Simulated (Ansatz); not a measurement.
Job for Ansatz (a first-principles code): R-CCSD(T)/aug-cc-pVDZ on HF (SMILES F) with ghost functions.

Ansatz 0.2 input:
```yaml
crystal:
  periodic: [false, false, false]
  atoms:
    - {symbol: F, position_ang: [0.53604699, 0.01968501, 0.24787363]}
    - {symbol: H, position_ang: [0.65458952, 0.24954340, 1.14775097]}
basis:
  gaussian:
    orbitals: aug-cc-pVDZ
    ghost_atoms:
      - {symbol: C, position_ang: [1.09910355, 1.29968290, 3.00008969]}
      - {symbol: C, position_ang: [0.65173654, 0.10779031, 3.41371388]}
      - {symbol: C, position_ang: [-0.74075762, -0.19416526, 3.69429671]}
      - {symbol: C, position_ang: [-1.16855147, -1.38834535, 4.10384994]}
      - {symbol: H, position_ang: [0.42491955, 2.13661415, 2.85918803]}
      - {symbol: H, position_ang: [2.15003538, 1.47817703, 2.81686489]}
      - {symbol: H, position_ang: [1.35872335, -0.70497850, 3.55593901]}
      - {symbol: H, position_ang: [-1.45151355, 0.61465860, 3.55338177]}
      - {symbol: H, position_ang: [-2.21393584, -1.57858769, 4.30459442]}
      - {symbol: H, position_ang: [-0.48181858, -2.21412474, 4.24808733]}
magnetization: {spin_polarized: false}
correlation: {method: ccsd_t, electrons: outside_noble_gas}
scf: {lower_state_search: off}
```

What total energy does the run end on?

-100.2645 hartree (reference determinant -100.0325, T1 diagnostic 0.013).

How many basis functions does it have, and what does it roughly cost on one machine?

178 functions; about 13 core-seconds (a rough figure).
